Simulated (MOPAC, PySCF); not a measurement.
CH10Si3, SMILES `[SiH3][SiH]([SiH3])C`, neutral singlet in the gas phase. 

Cartesian coordinates (Å):
SMILES: C[SiH]([SiH3])[SiH3]
```xyz
14

C     -1.7109    -0.9503     0.0305
Si    -0.1547    -0.0809    -0.5934
Si    -0.0819     2.1398     0.1564
Si     1.7741    -1.2025     0.1284
H     -1.7502    -1.9799    -0.3289
H     -2.6082    -0.4349    -0.3160
H     -1.7316    -0.9710     1.1212
H     -0.1515    -0.0667    -2.0819
H      1.1282     2.8277    -0.3581
H     -1.2800     2.8962    -0.2894
H     -0.0416     2.1733     1.6406
H      2.9941    -0.5323    -0.3862
H      1.7796    -2.6135    -0.3355
H      1.8344    -1.2050     1.6123
```
Charge 0, multiplicity 1.

All levels are single points at this geometry (B3LYP-D3(BJ)/def2-TZVP); Pople sets use spherical d functions. Orbital energies aren't observables, and empty levels follow the basis.

PM7 in MOPAC gives HOMO (eV) = -10.20.

### Question
Estimate the HOMO (eV) from each of these levels: B3LYP-D3(BJ)/def2-TZVP in PySCF; B3LYP/3-21G in PySCF; B3LYP/6-311+G** in PySCF; PBE/6-31G* in PySCF; HF/6-31G* in PySCF.

### Answer

| level | HOMO (eV) |
|---|---|
| B3LYP-D3(BJ)/def2-TZVP in PySCF | -7.53 |
| B3LYP/3-21G in PySCF | -7.63 |
| B3LYP/6-311+G** in PySCF | -7.58 |
| PBE/6-31G* in PySCF | -6.56 |
| HF/6-31G* in PySCF | -10.16 |
